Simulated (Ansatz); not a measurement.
Gas-phase electronic energies from Ansatz, PBE0-D4/def2-TZVP geometries. CCSD(T)/CBS adds triple-zeta CCSD(T) − MP2 to the extrapolated MP2 energy (def2 sets, frozen cores). DFT in def2-TZVPP. B3LYP here is the variant with VWN-RPA as its local correlation; programs differ in this. For Br outer-core shells are correlated without core-valence functions, which leaves a few kJ/mol of doubt a bond. Scalar relativity is left out up to krypton. Each species was taken in one conformer, which may not be the lowest.

`O[SiH2][SiH2]Br` + `CBr` → `BrC[SiH2]Br` + `O[SiH3]`  (formal exchange of groups at the Si–Si bond)

```
         level  ΔE (kJ/mol)
     r2SCAN-D4          2.2
         B3LYP          0.7
MP2/def2-TZVPP        -13.8
CCSD/CBS(def2)         -6.1
```

Question: What does CCSD(T)/CBS give? (An estimate is asked.)

Answer: The calculation gave: -5.8 kJ/mol. The listed levels differ from it by 8.0, 6.5, -8.0, -0.3 kJ/mol.

Largest T1 diagnostic among the species: 0.011.

From PBE to PBE0 (25 % exact exchange), in def2-TZVPP and without D4, ΔE moves by −3.8 kJ/mol.
